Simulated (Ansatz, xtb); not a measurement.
CH8BNO: which of two conformers lies lower

We compare I, `C[NH2+][BH2-]O`, a singlet, with II, `C[NH2+][BH2-]O`, a singlet. Both are isolated molecules in the gas phase, relaxed with B3LYP-D3(BJ)/def2-SVP.

I (Å):

```xyz
12

C    -1.3427   -0.4195   -1.3670
B     0.5366    1.0462   -0.1673
N     0.1062   -0.1968   -1.2349
O    -0.0516    2.2344   -0.7103
H    -1.8024    0.5460   -1.6147
H    -1.7353   -0.7541   -0.3972
H    -1.5863   -1.1617   -2.1425
H     0.5933   -1.0465   -0.9414
H     0.5077    0.0742   -2.1363
H     0.0952    0.6543    0.9157
H     1.7629    1.0100   -0.2562
H    -0.7748    2.5497   -0.1618
```

II (Å):

```xyz
12

C     0.9908   -2.1760   -0.3415
B     1.1509    0.4928   -0.4738
N     0.6592   -0.9146    0.3379
O     0.6885    1.5755    0.3376
H     2.0819   -2.2420   -0.4455
H     0.5544   -2.1530   -1.3488
H     0.6174   -3.0559    0.2041
H    -0.3518   -0.8141    0.4613
H     1.0579   -0.8847    1.2799
H     0.5454    0.3754   -1.5381
H     2.3724    0.3458   -0.5650
H     1.4144    1.9988    0.8045
```

Q: Estimate E(II) − E(I) at the level CCSD(T)/def2-SVP + ΔMP2/def2-TZVPP.

A: Too close to call at this level: CCSD(T)/def2-SVP + ΔMP2/def2-TZVPP gives E(II) − E(I) = +0.33 kJ/mol.

How the difference moves with the method:

```json
{"level": "B3LYP-D3(BJ)/def2-SVP", "geometry": "B3LYP-D3(BJ)/def2-SVP", "E(II) − E(I) (kJ/mol)": "+2.77", "departure from the last row (kJ/mol)": "+2.45", "job, with rough time for the two": "optimisation, 44 s"}
{"level": "HF/def2-SVP", "geometry": "B3LYP-D3(BJ)/def2-SVP", "E(II) − E(I) (kJ/mol)": "+0.59", "departure from the last row (kJ/mol)": "+0.26", "job, with rough time for the two": "part of the CCSD(T) run"}
{"level": "MP2/def2-SVP", "geometry": "B3LYP-D3(BJ)/def2-SVP", "E(II) − E(I) (kJ/mol)": "+2.58", "departure from the last row (kJ/mol)": "+2.26", "job, with rough time for the two": "part of the CCSD(T) run"}
{"level": "CCSD(T)/def2-SVP", "geometry": "B3LYP-D3(BJ)/def2-SVP", "E(II) − E(I) (kJ/mol)": "+2.44", "departure from the last row (kJ/mol)": "+2.11", "job, with rough time for the two": "single point"}
{"level": "CCSD(T)/def2-SVP + ΔMP2/def2-TZVPP", "geometry": "B3LYP-D3(BJ)/def2-SVP", "E(II) − E(I) (kJ/mol)": "+0.33", "departure from the last row (kJ/mol)": "", "job, with rough time for the two": "single point, 20 s"}
```

The largest departure from CCSD(T)/def2-SVP + ΔMP2/def2-TZVPP is that of B3LYP-D3(BJ)/def2-SVP, 2.45 kJ/mol. Levels run at GFN2-xTB geometries aren't shown. The last row adds to CCSD(T) the change of the MP2 difference between the two basis sets, here −2.11 kJ/mol.

With harmonic frequencies from B3LYP-D3(BJ)/def2-SVP (ideal gas, rigid rotor, one conformer each, 298.15 K, 1 atm): on the last row, ΔE + ΔZPE = −0.43, ΔH = +0.03, ΔG = −1.37 kJ/mol.

The correlated steps freeze 4 core orbitals. Run with Ansatz 0.2.0; the last row on 2 threads of Arm Neoverse V1 on a shared host.
